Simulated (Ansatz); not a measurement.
Spectroscopic constants of AgH, closed-shell singlet (the spin of the measured ground state). No spin–orbit coupling.

D_e counts from the fitted minimum to each atom's lowest state at the same level, without counterpoise. The singlet is restricted.

Correlated levels freeze the inner cores; with def2 sets outer-core shells near the valence are correlated too. CBS(a, b) extrapolates the correlation energy as X⁻³ and adds the Hartree–Fock energy of set b.

The values were computed with Ansatz (Gaussian basis) for Hartree–Fock, density functionals and correlated methods. Each number belongs to the level named beside it. In def2 rows elements past Kr take small-core potentials, without spin–orbit coupling.

PBE/def2-TZVPP gives 2.449 eV for the bond energy D_e.

**Question.** How do the other levels lie against it? Give each less PBE: r2SCAN/def2-TZVPP, B3LYP/def2-TZVPP, wB97M-V/def2-TZVPP, CCSD(T)/CBS(def2-TZVPP, def2-QZVPP).

**Answer.** r2SCAN/def2-TZVPP 0.040; B3LYP/def2-TZVPP -0.063; wB97M-V/def2-TZVPP 0.047; CCSD(T)/CBS(def2-TZVPP, def2-QZVPP) -0.042 eV. 2 of 4 lie above PBE; the widest gap is to B3LYP/def2-TZVPP.

Ansatz is a program for electronic structure.
